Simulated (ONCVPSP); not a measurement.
## Before and after: ONCV potential for Te

| Property | Result |
| --- | --- |
| Element | tellurium (Te) |
| Generator | ONCVPSP 4.0.1 |
| Type | optimised norm-conserving Vanderbilt (ONCV) |
| Functional | PBE |
| Relativity | fully relativistic |
| Frozen core | [Kr] 4d10 |
| Valence charge | 6 |
| Reference configuration | 5s2 5p3.5 (charge +0.5) |
| Partial waves | 5s: rc 1.85 bohr, ncon 5, nbas 8, qcut 3.5 1/bohr, 2 projectors, debl 3.5 Ha; 5p: rc 1.60 bohr, ncon 4, nbas 9, qcut 5.8 1/bohr, 1 projector; d scattering state at 0.1 Ha: rc 1.90 bohr, ncon 4, nbas 8, qcut 5.2 1/bohr, 1 projector |
| Local potential | polynomial inside 1.05 bohr (lpopt 1, dvloc0 1 Ha) |
| Core correction | Teter function, fcfact 1.75, rcfact 1.6 |

Open shells are filled in proportion to 2j + 1.

All-electron outer shells of the reference configuration (PBE, scalar-relativistic, ld1.x):

```json
{"shell": "4p", "level (eV)": "-118.75", "outermost node (bohr)": "0.38", "outermost maximum (bohr)": "0.74"}
{"shell": "4d", "level (eV)": "-45.98", "outermost node (bohr)": "0.36", "outermost maximum (bohr)": "0.81"}
{"shell": "5s", "level (eV)": "-19.14", "outermost node (bohr)": "0.91", "outermost maximum (bohr)": "1.80"}
{"shell": "5p", "level (eV)": "-9.69", "outermost node (bohr)": "1.00", "outermost maximum (bohr)": "2.14"}
```

Change: all radii but the core radius scaled by about 1.07 (s 1.98, p 1.72, d 2.04 bohr); local potential polynomial inside 1.12 bohr (lpopt 1, dvloc0 1 Ha).

Cutoffs: the cutoffs (Ha) at which the residual kinetic energy of the hardest occupied pseudo-wave falls to 1 and 0.1 mHa per electron; they do not see the model core or the augmentation charge, which bear on the density cutoff. Errors are all-electron minus pseudo energies relative to the spin-unpolarised reference configuration.

Q: How do hardness, ghosts and transferability respond?

A: The potential gets softer (28 Ha and 102 Ha → 14 Ha and 58 Ha); both files keep a bound ghost (p, s); the lowest positive-energy flag moves from d5/2 at 14.1 eV to d3/2 at 24.8 eV; the number of tests with a reliable result goes from 4 to 3; of the 3 tests that both files solve, the error grows in 2 and shrinks in 0 by more than 15 % and 0.3 meV (median size 5.4 → 6.4 meV). A larger radius leaves more room for a smooth pseudo-wave, so fewer plane waves are needed.

```csv
quantity,base,changed
"cutoff, loose",28 Ha,14 Ha
"cutoff, tight",102 Ha,58 Ha
loose cutoff by channel,"s 12 Ha, p 28 Ha","s 14 Ha, p 13 Ha"
bound ghosts,"s, p3/2, p1/2","s, p3/2, p1/2"
GHOST(+) flags under 300 eV,"d5/2 at 14.1 eV, d3/2 at 14.9 eV",d3/2 at 24.8 eV
tests with a reliable result,4 of 4,3 of 4
"error for 5s2 5p4, meV [ΔE -3.91 eV]",-4.7,-7.2
"error for 5s2 5p3, meV [ΔE 5.84 eV]",-6.7,-6.1
"error for 5s1 5p5, meV [ΔE 5.31 eV]",-5.4,-6.4
"rms error of d²Exc/dni dnj with the model core, mHa",3.96,4.01
```

 A true bound ghost makes a file unfit for plane-wave use even where its test errors are small: the radial tests pick states by their node count and pass the ghost by.
